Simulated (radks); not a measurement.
Excited configurations of Mn II: one electron is placed in a higher orbital outside [Ar] 3d5. The ground configuration is [Ar] 3d5 4s1. Calculated with a radial shooting solver on a logarithmic mesh with Libxc functionals: non-relativistic Kohn-Sham, SCAN, spin-unpolarised, spherical densities, point nucleus; meta-GGA in the generalised Kohn-Sham scheme. Excitation = E - E(ground); binding = E(ion) - E, where the ion is the core of charge +2; n* = 2/sqrt(2 binding) in atomic units, and the quantum defect is n - n*.

| outer orbital | excitation (eV) | binding (eV) | quantum defect | eigenvalue (eV) | <r> (bohr) |
|---|---|---|---|---|---|
| 4p | 4.648 | 10.445 | 1.717 | -7.692 | 3.545 |
| 5s | 8.638 | 6.455 | 2.096 | -5.093 | 6.472 |
| 5d | 11.828 | 3.265 | 0.918 | -2.483 | 11.15 |
| 5f | 12.888 | 2.205 | 0.032 | -1.674 | 15.66 |
| 6d | 12.952 | 2.141 | 0.959 | -1.680 | 17.93 |
| 6f | 13.541 | 1.552 | 0.079 | -1.219 | 23.73 |

The Delta-SCF ionisation energy is 15.093 eV (NIST Atomic Spectra Database: 15.640 eV, measured). Self-interaction in the functional shifts the binding energies and quantum defects, so they are the method's values and not measured ones. Spin polarisation and multiplet splitting are left out, so open shells lie too high by an amount that depends on their filling.

Beside tabulated values, note that spin-unpolarised runs miss the spin-polarisation part of the exchange energy of open shells.
